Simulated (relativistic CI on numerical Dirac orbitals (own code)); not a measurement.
# Hyperfine structure of Tb⁴⁺, mass number 157

Method of calculation: Dirac-Coulomb-Breit CI, separate exchange-only KLI orbitals for each configuration, model QED (radiative potential, 1s self-energy scaled to tabulated hydrogen-like ionisation energies), valence Slater integrals scaled by 0.85, P86 correlation energy added to each configuration (own radial code, finite nucleus).

Configurations in the expansion (outside the closed core [Kr] 4d10 5p6): 4f7 5s2, 4f6 5s2 6s, 4f6 5s2 7s, 4f9, 4f5 5s2 6s2. The list is cut by size and lacks configurations that can hold low levels.

Nuclear spin I = 3/2, μ = 2.03 μN, Q = 1.4 b (tables of Stone and Pyykkö). The electronic factors are computed for point nuclear moments, without core polarisation; leaving it out makes A of s and p electrons in near-neutral atoms 20 to 40 % too small, and it can dominate for d and f shells.

| Level | E (eV) | A (MHz) | B (MHz) |
| --- | --- | --- | --- |
| 4f7 5s2 6P°_7/2 | 4.3024 | 311.9 | 724 |
| 4f7 5s2 6P°_5/2 | 4.4008 | 384.8 | 377 |
| 4f7 5s2 6P°_3/2 | 4.4922 | -599 | -207 |
| 4f7 5s2 6I°_7/2 | 4.7205 | 1576 | 144 |
| 4f7 5s2 6I°_17/2 | 4.7775 | 960.9 | -9.2 |
| 4f7 5s2 6I°_9/2 | 4.7786 | 1227 | 198 |
| 4f7 5s2 6I°_11/2 | 4.8237 | 1058 | 212 |
| 4f7 5s2 6I°_15/2 | 4.8388 | 950.2 | 136 |

Levels with J = 0, under 50 % of one LS term, or S terms without an open s electron are left out. Small factors come from cancelling terms and can be off by tens of per cent or more.

At this charge configurations can still be misplaced by up to about 7 % of their energy. Levels and lines within the n = 5 or 6 shells can be off by up to 10 % or somewhat more, and those that change n by about 2 %, since core polarisation is missing.

**Question.** Give the hyperfine levels of 4f7 5s2 6P°_3/2 relative to its centre of gravity.

**Answer.** With K = F(F + 1) − I(I + 1) − J(J + 1), E = AK/2 + B[¾K(K + 1) − I(I + 1)J(J + 1)]/[2I(2I − 1)J(2J − 1)]: F = 0: 1987, F = 1: 1596, F = 2: 604.8, F = 3: -1400 MHz.

LS names give the leading component of a level, which can be under half, so a name can repeat, a term be missing and a line seem to break the LS rules.
